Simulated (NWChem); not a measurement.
Species: CBr$_{2}$ClF; SMILES C(F)(Br)(Cl)Br

```xyz
5

F      0.6095     1.6696     0.0000
C      0.4210     0.3457     0.0000
Cl     1.9992    -0.4728     0.0000
Br    -0.5977    -0.1368    -1.6103
Br    -0.5977    -0.1368     1.6103
```
Atoms are numbered in this order, from 1.

Program: NWChem. Coordinates come from a PBE-D3(BJ)/def2-SVP optimisation. Level: PBE0/def2-SVP with SMD (1 M gas to 1 M solution), gas-phase geometry.

Problem. Estimate the computed values for solvent water. Quantities: solvation free energy (kcal/mol); cavity-dispersion-structure term (kcal/mol); dipole in solution (D).

Solution. 
```json
{
 "solvation free energy (kcal/mol)": "0.3",
 "cavity-dispersion-structure term (kcal/mol)": "0.5",
 "dipole in solution (D)": "0.45"
}
```
